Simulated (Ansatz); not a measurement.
C3H6OSSi, SMILES `C=C[SiH2]C(=O)S`, relaxed with RKS PBE0-D4/def2-TZVP in the Gaussian-basis code of Ansatz from a PBE-D4/def2-SVP geometry. The force threshold is 0.005 eV/Å; the program also tests the step.

Total charge 0; spin multiplicity 1.

Start:

```xyz
12

C    -1.224   -1.816   -1.039
C    -0.076   -1.333   -0.522
Si    0.466    0.450   -0.672
C     0.767    1.104    1.133
O     1.521    0.526    1.893
S    -0.159    2.604    1.579
H    -1.923   -1.178   -1.608
H    -1.520   -2.872   -0.917
H     0.583   -2.015    0.047
H    -0.578    1.272   -1.379
H     1.796    0.584   -1.362
H     0.349    2.674    2.845
```

(1) By how much does the energy fall, and how many steps does the optimiser take? (An estimate is asked.)

(2) Which bonds change most? (An estimate is asked.)

(3) Give the relaxed structure. (An estimate is asked.)

Results:

(1) Computed: 6.41 kJ/mol, in 7 steps.

(2) Ansatz gave: C4–S6 from 1.818 to 1.786 Å; S6–H12 from 1.366 to 1.347 Å; C2–Si3 from 1.870 to 1.851 Å; Si3–H11 from 1.504 to 1.485 Å.

(3) Ansatz gave: 
```xyz
12

C    -1.213   -1.783   -1.017
C    -0.058   -1.342   -0.527
Si    0.473    0.426   -0.661
C     0.752    1.098    1.125
O     1.497    0.544    1.888
S    -0.166    2.571    1.550
H    -1.907   -1.125   -1.532
H    -1.518   -2.822   -0.926
H     0.598   -2.044   -0.015
H    -0.569    1.232   -1.348
H     1.786    0.578   -1.338
H     0.326    2.668    2.799
```
